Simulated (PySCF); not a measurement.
Input file for PySCF: R-M06-2X/6-31G* on HBr (SMILES Br).

```python
from pyscf import gto, scf, dft, mp
from pyscf.data.elements import chemcore

mol = gto.M(
    atom='''
    Br   -0.33061094    0.13122235   -0.57024730
    H    -0.35181744    0.14657662    0.87493129
    ''',
    basis='6-31g*',
    cart=True,
    charge=0, spin=0, verbose=3, max_memory=1800)
mf = dft.RKS(mol, xc='m062x')
mf.conv_tol = 1e-8
mf.max_cycle = 100
mf.kernel()
if not mf.converged:
    mf = mf.newton().run(mf.mo_coeff, mf.mo_occ)
```

It printed:

```
converged SCF energy = -2574.47737886695
```

Self-consistency was reached.

Cost: roughly 0.8 core-seconds.
